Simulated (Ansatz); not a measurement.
Ansatz (a program for electronic structure) input:

Ansatz 0.2 input:
```yaml
crystal:
  periodic: [false, false, false]
  atoms:
    - {symbol: C, position_ang: [2.47247359, -0.21269766, 0.03430727]}
    - {symbol: C, position_ang: [1.05206229, -0.55909093, -0.21997638]}
    - {symbol: C, position_ang: [-0.00923217, 0.32006817, -0.35720364]}
    - {symbol: C, position_ang: [0.08783596, 1.68663699, -0.27558047]}
    - {symbol: C, position_ang: [-1.38036499, -0.28246631, -0.56982589]}
    - {symbol: C, position_ang: [-2.03899189, -0.60122931, 0.77190550]}
    - {symbol: H, position_ang: [2.83813970, -0.74788993, 0.91309814]}
    - {symbol: H, position_ang: [3.09399349, -0.52672666, -0.80804526]}
    - {symbol: H, position_ang: [2.61567690, 0.85138947, 0.19039743]}
    - {symbol: H, position_ang: [0.84646353, -1.61675690, -0.31300658]}
    - {symbol: H, position_ang: [1.01846831, 2.19311502, -0.09960480]}
    - {symbol: H, position_ang: [-0.78221731, 2.30707602, -0.39119175]}
    - {symbol: H, position_ang: [-2.00927510, 0.41744719, -1.12227742]}
    - {symbol: H, position_ang: [-1.29702889, -1.19884256, -1.15752503]}
    - {symbol: H, position_ang: [-2.14425129, 0.30476701, 1.36469689]}
    - {symbol: H, position_ang: [-1.43132055, -1.30735908, 1.33373261]}
    - {symbol: H, position_ang: [-3.02536715, -1.03468223, 0.62140377]}
basis:
  gaussian:
    orbitals: def2-TZVP
hamiltonian:
  xc: b3lyp
  dispersion: d3bj
magnetization: {spin_polarized: true, initial_magnetization: 1}
relax: {f_tol: 0.002, max_steps: 150}
```

Problem. Predict the final energy.

Solution. -235.32324 Eh (B3LYP-D3(BJ)/def2-TZVP). The basis has 252 functions.

It need not be the lowest isomer of its formula.
